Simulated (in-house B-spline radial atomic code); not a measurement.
## LC-wPBE excitations of Br⁵⁺

Method: LC-wPBE. Computed with an all-electron radial atomic-structure program (B-spline basis): linear response of the closed shell [Ar] 3d10 4s2 with the functional's adiabatic kernel; scalar-relativistic (spin-free one-electron X2C), finite nucleus, no spin-orbit coupling, no double excitations, S, P, D and F terms only; shells from n = 2 respond. Only terms of natural parity with L up to 3 were computed.

Command:
```bash
python run_td.py task.json out
```
Settings (radii: box in bohr, nucleus in fm):
```
Z                        35
electrons                30
configuration            [Ar] 3d10 4s2
hamiltonian              x2c
method                   lc_wpbe
box_radius               16.35
rms_radius               4.1629
intervals                71
```

Time taken, with all properties: 2.4 s on 1 thread of Arm Neoverse N1 (shared host).

The lowest states, in the order of their Tamm-Dancoff energies; the method's threshold (minus the highest occupied level) is 85.77 eV. Labels give the largest channel, * marks a mixed state, and oscillator strengths are full-response dipole values. Semilocal kernels can invert the small singlet-triplet splittings of Rydberg terms. Energies in eV:

| state | full response | Tamm-Dancoff | oscillator strength |
| --- | --- | --- | --- |
| 4s → 4p 3P | ? | ? | - |
| 4s → 4p 1P | 18.873 | 19.496 | 1.57 |
| 4s → 4d 3D | 36.97 | 37.01 | - |
| 4s → 4d 1D | 38.77 | 38.79 | - |
| 4s → 5s 3S | 44.35 | 44.35 | - |
| 4s → 5s 1S | 45.40 | 45.43 | - |
| 4s → 5p 3P | 49.82 | 49.83 | - |
| 4s → 5p 1P | ? | ? | ? |
| 4s → 4f 3F | 54.50 | 54.52 | - |
| 4s → 4f 1F | 54.97 | 54.97 | - |

(1) Where does 4s → 4p 3P lie?

(2) Where does 4s → 5p 1P lie?

(3) How large is the singlet-triplet splitting of 4s → 4p (P terms) in Tamm-Dancoff?

(4) What polarisabilities and dispersion coefficient does the method give?

Results:

(1) At 13.221 eV in full response, 13.446 eV in Tamm-Dancoff.

(2) At 50.32 eV in full response, 50.36 eV in Tamm-Dancoff, oscillator strength 0.0624.

(3) 6.05 eV, from the unrounded values.

(4) Dipole 3.622 bohr³, quadrupole 4.722 bohr⁵, C6 8.14 hartree·bohr⁶ for two such species.
